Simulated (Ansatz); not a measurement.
ZnF, SMILES [F][Zn] (connectivity only; charge and spin as stated), neutral, multiplicity 2.

Geometry: r2SCAN-D4/def2-TZVPD. The multiplicity is an assumed one; other spin states were not compared.

Two levels are set side by side: PBE/def2-TZVPD (Ansatz, an electronic-structure program) and CAM-B3LYP/def2-TZVPD (Ansatz). Energy differences of separate SCF runs at the same geometry; the states with an electron removed or added have multiplicity 1 and 1. Differences are taken from unrounded values.

| quantity | CAM-B3LYP | PBE | PBE minus CAM-B3LYP |
|---|---|---|---|
| vertical ionisation energy (eV) | 9.65 | 9.48 | -0.17 |
| vertical electron affinity (eV) | 1.80 | 1.74 | -0.06 |
